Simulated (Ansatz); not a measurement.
# What each rung costs, and what it gives

The pair of Cu⁺ (SMILES [Cu+], atom 1) and CH$_{5}$N (SMILES CN, atoms 2–8), both closed shells, in one local arrangement (a lower one may exist), relaxed at PBE0-D4/def2-TZVP:

Cu1  (0.438, -0.053, -2.223)
C2  (-0.217, 0.524, 0.564)
N3  (0.188, -0.565, -0.365)
H4  (0.542, 1.303, 0.563)
H5  (-0.332, 0.138, 1.577)
H6  (-1.164, 0.949, 0.235)
H7  (-0.505, -1.310, -0.325)
H8  (1.050, -0.986, -0.026)
(Å)

Interaction energies are counterpoise-corrected; the time is that of the whole pair.

Ansatz 0.2.0; basis: as named in each row; cores frozen in the correlated methods. The 3s and 3p shells of Cu and Zn are frozen; filled d shells are correlated. B3LYP uses VWN-RPA correlation. Extrapolation: Hartree–Fock as exp(−7.88 √X), correlation as X^−2.97.

Times are rough, for one single point on 4 threads of a shared host (Intel Xeon 6975P-C).

The estimate by CCSD(T) at an estimated basis limit (MP2 extrapolated from triple and quadruple zeta, plus CCSD(T) − MP2 in triple zeta) is -250.8 kJ/mol.

```csv
method,basis,time (s),interaction energy (kJ/mol),method less estimate
SPW92,def2-SVP,under 1,-332.1,-81.3
HF,STO-3G,under 1,-149.4,101.4
B3LYP-D4,6-31G,under 1,-311.2,-60.4
PBE-D4,def2-SVP,under 1,-284.5,-33.7
PBE0-D4,def2-SVP,under 1,-258.7,-7.9
PBE-D4,def2-TZVPPD,under 1,-296.5,-45.7
CCSD(T),def2-SVP,1,-210.0,40.8
revPBE-D4,def2-TZVPPD,1,-279.3,-28.5
BLYP-D4,def2-TZVPPD,1,-293.3,-42.5
PBE0-D4,def2-TZVPPD,1,-266.7,-15.9
B3LYP-D4,def2-TZVPPD,1,-271.7,-20.9
HSE06-D4,def2-TZVPPD,1,-266.0,-15.2
wB97M-V,def2-SVP,2,-252.2,-1.4
r2SCAN-D4,def2-TZVPPD,2,-293.9,-43.1
PBE-D4,STO-3G,3,-335.6,-84.8
B2PLYP,def2-TZVPPD,3,-258.3,-7.6
B97M-V,def2-TZVPPD,3,-284.4,-33.6
wB97X-V,def2-TZVPPD,3,-258.0,-7.2
wB97M-V,def2-TZVPPD,4,-255.9,-5.1
MP2,def2-QZVPPD,10,-255.1,-4.3
CCSD(T),def2-TZVPPD,20,-235.9,14.9
```

T1 diagnostic: at most 0.022.
